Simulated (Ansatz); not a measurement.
Geometry optimisation, RKS B3LYP/def2-SVP in Ansatz.

The input (input.yaml):

```yaml
crystal:
  periodic: [false, false, false]
  atoms:
    - { symbol: Ga, position_ang: [0.284232, 0.632637, -0.139065] }
    - { symbol: O, position_ang: [-0.554685, -0.177413, 2.601457] }
    - { symbol: H, position_ang: [-1.231088, -0.346437, 1.918553] }
    - { symbol: O, position_ang: [1.666219, -0.200469, -0.916033] }
    - { symbol: H, position_ang: [1.506332, -1.108094, -1.208914] }
    - { symbol: O, position_ang: [-1.379481, -0.094311, -0.205486] }
    - { symbol: H, position_ang: [-1.503672, -0.871293, -0.766825] }
    - { symbol: P, position_ang: [0.392042, 2.603459, 1.039019] }
    - { symbol: H, position_ang: [1.820999, 2.651425, 1.027251] }
    - { symbol: H, position_ang: [0.249067, 3.449782, -0.107013] }
    - { symbol: H, position_ang: [-0.589465, 0.805815, 2.684157] }
basis:
  gaussian: { orbitals: def2-SVP }
hamiltonian:
  xc: b3lyp
relax:
  f_tol: 0.03
  max_steps: 50
```

Launched with:

```bash
$ ansatz run input.yaml --threads 4 --pin off --max-ram 5120MiB --backend cpu --events-out ev --progress --plain --runs-dir out
```

Problem. Where does it end, and by what steps?

Solution. The forces met the threshold. The force dipped under the threshold on the way, but the program's further checks kept it going. After 18 steps the energy has fallen by 0.419 eV; H7 moved furthest, 0.80 Å. Joined: Ga1–O2 (2.98 → 2.17 Å).

| step | energy less start (eV) | largest force component (eV/Å) | accepted |
| --- | --- | --- | --- |
| 0 | 0.0000 | 0.863 | yes |
| 1 | -0.0273 | 2.089 | yes |
| 2 | -0.1740 | 1.882 | yes |
| 3 | -0.3233 | 0.620 | yes |
| 4 | -0.3662 | 0.436 | yes |
| 5 | -0.3825 | 0.802 | yes |
| 6 | -0.4015 | 0.237 | yes |
| 7 | -0.3629 | 0.607 | no |
| 8 | -0.4102 | 0.121 | yes |
| 9 | -0.4121 | 0.109 | yes |
| 10 | -0.4153 | 0.076 | yes |
| 11 | -0.4167 | 0.032 | yes |
| 12 | -0.4169 | 0.045 | yes |
| 13 | -0.4175 | 0.021 | yes |
| 14 | -0.4179 | 0.038 | yes |
| 15 | -0.4182 | 0.070 | yes |
| 16 | -0.4185 | 0.068 | yes |
| 17 | -0.4187 | 0.049 | yes |
| 18 | -0.4189 | 0.026 | yes |

```xyz
11
Properties=species:S:1:pos:R:3
Ga 0.270 0.627 0.277
O -0.328 -0.397 2.092
H -1.181 -0.587 1.637
O 1.672 -0.291 -0.390
H 1.508 -1.236 -0.507
O -1.430 0.020 -0.124
H -1.664 -0.136 -1.046
P 0.584 2.837 0.968
H 1.870 2.940 0.353
H -0.113 3.368 -0.163
H -0.528 0.199 2.829
```

The run took 45 s on 4 threads of Arm Neoverse V1, on a shared host, peak memory 0.32 GiB.
